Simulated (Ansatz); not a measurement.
Ansatz (a program for electronic structure) input (CCSD(T)/def2-SVPD):

Ansatz 0.2 input:
```yaml
crystal:
  periodic: [false, false, false]
  atoms:
    - {symbol: K, position_ang: [-0.00000000, -0.00000000, -1.34814124]}
    - {symbol: Cl, position_ang: [0.00000000, 0.00000000, 1.50674609]}
basis:
  gaussian:
    orbitals: def2-SVPD
total_charge: -1
magnetization: {spin_polarized: true, initial_magnetization: 1}
correlation: {method: ccsd_t, electrons: outside_noble_gas}
output: {forces: true}
```

Output:

```
Functional definition: HF
integrals: 0.03 GiB planned
504 factors; integrals over basis functions are off by at most 7.0e-4 eV
mean field: 0.15 GiB planned
mean field evaluation 1: about -28803.8783 eV, gradient 7.5e0 eV
mean field evaluation 2: about -28803.9918 eV, gradient 7.0e0 eV
mean field evaluation 4: about -28804.4523 eV, gradient 8.4e-1 eV
mean field evaluation 8: about -28804.4948 eV, gradient 1.1e-1 eV
mean field evaluation 16: about -28804.4951 eV, gradient 4.1e-6 eV
mean field evaluation 32: about -28804.4932 eV, gradient 3.0e-1 eV
mean field evaluation 64: about -28802.8717 eV, gradient 8.5e-1 eV
mean field evaluation 96: about -28802.6230 eV, gradient 1.8e-1 eV
mean field evaluation 128: about -28803.3003 eV, gradient 4.6e-1 eV
mean field -28804.49513387 eV, -1058.5456717818 hartree, gradient 4.1e-6 eV, S^2 0.750059; 6 other end points of the search recorded, 0 dependent functions left out
determinant -28804.49513387 eV, -1058.5456717818 hartree, with singles and doubles -28809.06787300 eV, -1058.7137168451 hartree
determinant -28803.42228421 eV, -1058.5062452839 hartree, with singles and doubles -28807.99781187 eV, -1058.6743928241 hartree
determinant -28802.75901526 eV, -1058.4818705995 hartree, with singles and doubles -28807.41818269 eV, -1058.6530918443 hartree
14 core orbitals not correlated
reference -28804.49513387 eV, -1058.5456717818 hartree; 5, 4 occupied and 35, 36 virtual orbitals, 504 factors
densities: 0.13 GiB planned
second order -4.25720829 eV of doubles, -0.00000000 eV of singles
coupled cluster: 0.12 GiB planned
cycle   1  -4.57334696 eV  change   -3.1e-2 eV  update   1.1e-2
cycle   2  -4.57656695 eV  change   -3.2e-3 eV  update   3.9e-3
cycle   3  -4.57746595 eV  change   -9.0e-4 eV  update   1.9e-3
cycle   4  -4.57771694 eV  change   -2.5e-4 eV  update   7.6e-4
cycle   5  -4.57777144 eV  change   -5.4e-5 eV  update   3.2e-4
cycle   6  -4.57775804 eV  change    1.3e-5 eV  update   1.1e-4
cycle   7  -4.57774770 eV  change    1.0e-5 eV  update   3.8e-5
cycle   8  -4.57774695 eV  change    7.5e-7 eV  update   1.1e-5
cycle   9  -4.57774699 eV  change   -4.9e-8 eV  update   3.9e-6
cycle  10  -4.57774725 eV  change   -2.6e-7 eV  update   1.3e-6
cycle  11  -4.57774743 eV  change   -1.8e-7 eV  update   5.4e-7
cycle  12  -4.57774741 eV  change    1.9e-8 eV  update   2.1e-7
perturbative correction -0.10896090 eV, -0.0040042392 hartree
the calculation of the forces begins
Total energy: -28809.18184219 eV, -1058.7179051356 hartree
Atom 0 at    -0.000000    -0.000000    -1.348141 Å, force    -0.000000     0.000000    -0.245177 eV/Å
Atom 1 at     0.000000     0.000000     1.506746 Å, force    -0.000000     0.000000     0.245177 eV/Å
Dipole moment:    -0.000000     0.000000     0.755868 e Å
```
